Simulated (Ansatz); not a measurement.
One change: `F[Si]1(Cl)CCO1` becomes `Cl[SiH]1CCO1`.

Ansatz, PBE0-D4/def2-TZVP geometries, multiplicity 1. 

| property | `F[Si]1(Cl)CCO1` |
| --- | --- |
| HOMO energy (ωB97M-V/def2-TZVPP) / eV | -11.09 |
| HOMO–LUMO gap (B3LYP/def2-TZVPP) / eV | 9.02 |
| LUMO energy (ωB97M-V/def2-TZVPP) / eV | 2.54 |
| HOMO–LUMO gap (ωB97M-V/def2-TZVPP) / eV | 13.63 |
| size of the dipole moment (PBE/def2-TZVPP) / D | 2.65 |
| size of the dipole moment (ωB97M-V/def2-TZVPP) / D | 2.74 |

Task: Give the same properties after the change, and the shifts. (An estimate is asked.)

Result: The calculation gave: 
```
                                          property  `Cl[SiH]1CCO1`  shift
             HOMO energy (ωB97M-V/def2-TZVPP) / eV          -10.62   0.47
             HOMO–LUMO gap (B3LYP/def2-TZVPP) / eV            8.00  -1.02
             LUMO energy (ωB97M-V/def2-TZVPP) / eV            1.84  -0.70
           HOMO–LUMO gap (ωB97M-V/def2-TZVPP) / eV           12.46  -1.17
    size of the dipole moment (PBE/def2-TZVPP) / D            2.25  -0.40
size of the dipole moment (ωB97M-V/def2-TZVPP) / D            2.34  -0.40
```

With PBE0 the HOMO rises by 0.39 eV and the LUMO falls by 0.70 eV, so the gap narrows by about 1.09 eV. PBE moves the HOMO by 0.30 eV and ωB97M-V by 0.47 eV. Dipoles are sizes alone; their direction can turn.

B3LYP here is the variant with VWN-RPA as its local correlation; programs differ in this.
